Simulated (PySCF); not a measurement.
Ga⁺ (gallium, charge +1): UHF calculation

Configuration: [Ar] 3d10 4s2, closed-shell 1S. Computed with PySCF 2.14 in 6-31G*, with the non-relativistic Hamiltonian (point nucleus).

```
Total energy                                     : -1922.738789 hartree
One-electron energy                              : -2674.2923 hartree
Hartree (Coulomb) energy                         : 824.8224 hartree
Exchange energy                                  : -73.2689 hartree
Kinetic energy                                   : 1922.01202 hartree
⟨S²⟩                                             : 0.0000
⟨L²⟩                                             : 0.000
Sum of ⟨r⟩                                       : 19.72 bohr
Sum of ⟨r²⟩                                      : 25.32 bohr²
Density at the nucleus (Gaussians lack the cusp) : 19200 bohr⁻³
Langevin diamagnetic susceptibility              : -20.1 ×10⁻⁶ cm³/mol
Time after the integrals                         : 0.07 s of wall time on 1 thread of Intel(R) Xeon(R) Platinum 8488C (shared host)
```

```json
{"shell": "1s", "electrons": "2", "mean orbital energy (hartree)": "-379.14807", "rms radius, mean of both spins (bohr)": "0.0572"}
{"shell": "2s", "electrons": "2", "mean orbital energy (hartree)": "-48.52231", "rms radius, mean of both spins (bohr)": "0.239"}
{"shell": "2p", "electrons": "6", "mean orbital energy (hartree)": "-42.85047", "rms radius, mean of both spins (bohr)": "0.212"}
{"shell": "3s", "electrons": "2", "mean orbital energy (hartree)": "-6.72842", "rms radius, mean of both spins (bohr)": "0.709"}
{"shell": "3p", "electrons": "6", "mean orbital energy (hartree)": "-4.81422", "rms radius, mean of both spins (bohr)": "0.742"}
{"shell": "3d", "electrons": "10", "mean orbital energy (hartree)": "-1.50179", "rms radius, mean of both spins (bohr)": "0.895"}
{"shell": "4s", "electrons": "2", "mean orbital energy (hartree)": "-0.69087", "rms radius, mean of both spins (bohr)": "2.51"}
```
